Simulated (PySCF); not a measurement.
## Vibration and rotation of CdSb

B2PLYP constants of CdSb, ⁴Σ⁻ (quartet), unpaired electrons σ ↑, π ↑↑ (Cd def2-SVP with ECP28, Sb def2-SVP with ECP28; scalar-relativistic core potentials (PySCF 2.14); masses 113.9034 and 120.9038 u):

```
ωe              : 59.3 cm⁻¹
ωexe            : 1.63 cm⁻¹
Be              : 0.029142 cm⁻¹
αe              : 0.000522 cm⁻¹
D (centrifugal) : 2.82e-08 cm⁻¹
De to Cd + Sb   : 0.081 eV
```

**Question.** Give the vibrational terms G(v) and spacings up to v = 4.

**Answer.** G(v) = ωe(v+½) − ωexe(v+½)².

| v | G(v) (cm⁻¹) | G(v) − G(v−1) | Bv (cm⁻¹) |
| --- | --- | --- | --- |
| 0 | 29.2 |  | 0.02888 |
| 1 | 85.3 | 56.0 | 0.02836 |
| 2 | 138.1 | 52.8 | 0.02784 |
| 3 | 187.6 | 49.5 | 0.02732 |
| 4 | 233.8 | 46.3 | 0.02679 |

**Question.** How well does the Morse estimate ωe²/(4ωexe) reproduce De, and what is D0?

**Answer.** It gives 0.067 eV, 83 % of the computed De. D0 = De − G(0) = 0.081 − 0.004 = 0.077 eV.

Correlated steps freeze 4 core orbitals. The bond is weak. Basis-set superposition, not corrected here, can be much of De in a small basis, most of all at correlated wavefunction levels. Functionals without a dispersion term scatter widely for such bonds, and LDA overbinds them. Spin–orbit coupling is left out, which matters for elements this heavy, above all for dissociation energies. B2PLYP dipoles, levels and charges come from its SCF part alone. The state is the lowest determinant that a PBE0 search found; another state may lie lower at other levels.
